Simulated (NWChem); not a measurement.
Basis-set convergence for HFSi

```xyz
3

Si    -0.4557     0.4058     0.0000
H      0.5519     1.5805     0.0000
F      0.6476    -0.8069     0.0000
```
Charge 0, spin multiplicity 1.

The numbers come from NWChem runs, not from measurements. The geometry was optimised at B3LYP/def2-SVP, a minimum by its harmonic frequencies.

Quantity: vertical ionisation energy at the level ΔCCSD(T) (Δ: difference of total energies, the cation a doublet at the parent's geometry with its hole in an orbital of symmetry a' (Cs labels); it is the state that the SCF runs reached, from PBE0 orbitals for Hartree-Fock references, and need not be the lowest).

The correlated methods keep 6 core orbitals frozen. The Pople sets run with spherical d functions. The structure started from a generated list of species. No SCF solution was tested for a lower state. Open-shell Hartree-Fock references start from PBE0 orbitals; any time given for them includes that run.

The cost column gives rough processor time relative to 6-31G*; each entry includes its own SCF.

```json
[
 {"basis": "6-31G*", "functions": "34", "vertical ionisation energy (eV)": "9.29", "relative cost": "1"},
 {"basis": "pcseg-1", "functions": "37", "vertical ionisation energy (eV)": "9.49", "relative cost": "under 3"},
 {"basis": "6-311G**", "functions": "50", "vertical ionisation energy (eV)": "9.47", "relative cost": "under 3"},
 {"basis": "def2-SVPD", "functions": "55", "vertical ionisation energy (eV)": "9.65", "relative cost": "under 3"},
 {"basis": "aug-cc-pVDZ", "functions": "59", "vertical ionisation energy (eV)": "9.64", "relative cost": "3"},
 {"basis": "def2-TZVP", "functions": "74", "vertical ionisation energy (eV)": "9.69", "relative cost": "5"},
 {"basis": "pcseg-2", "functions": "78", "vertical ionisation energy (eV)": "9.66", "relative cost": "6"},
 {"basis": "def2-TZVPP", "functions": "87", "vertical ionisation energy (eV)": "9.73", "relative cost": "10"},
 {"basis": "def2-TZVPD", "functions": "92", "vertical ionisation energy (eV)": "9.73", "relative cost": "10"}
]
```

Smallest basis within 0.05 eV of def2-TZVPD, the largest set run: def2-TZVP, with 74 functions against 92 (also within reach: def2-TZVPP). def2-TZVPD isn't the basis-set limit itself, and a small set can land close by cancellation.
